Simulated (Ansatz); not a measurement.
Cartesian coordinates (Å):
```xyz
10

Al    -0.1830     0.0308     0.1365
H      0.7748     0.1194    -1.1408
H      0.3875    -0.7038     1.4372
H     -1.7580    -0.0533    -0.1267
C      0.0894     4.4389     1.5861
C      0.0057     3.0615     1.1331
N     -0.0611     1.9682     0.7736
H      1.1188     4.8088     1.4666
H     -0.1951     4.5002     2.6473
H     -0.5914     5.0682     0.9932
```
Charge +1, spin multiplicity 2.

Calculation: frozen-core CCSD(T)/cc-pVTZ // B3LYP-D3(BJ)/def2-SVP (Ansatz, a first-principles code). The geometry is that of the parent before the electron was removed.

* **HF energy**: -375.31581 Ha
* **MP2 correlation energy**: -0.58577 Ha

Task: Estimate the CCSD correlation energy, the (T) correction, the total energy and the T1 diagnostic.

Result: 
```
Quantity                        Result
-----------------------  -------------
CCSD correlation energy    -0.62349 Ha
(T) correction             -0.02767 Ha
CCSD(T) total energy     -375.96697 Ha
T1 diagnostic                    0.019
```
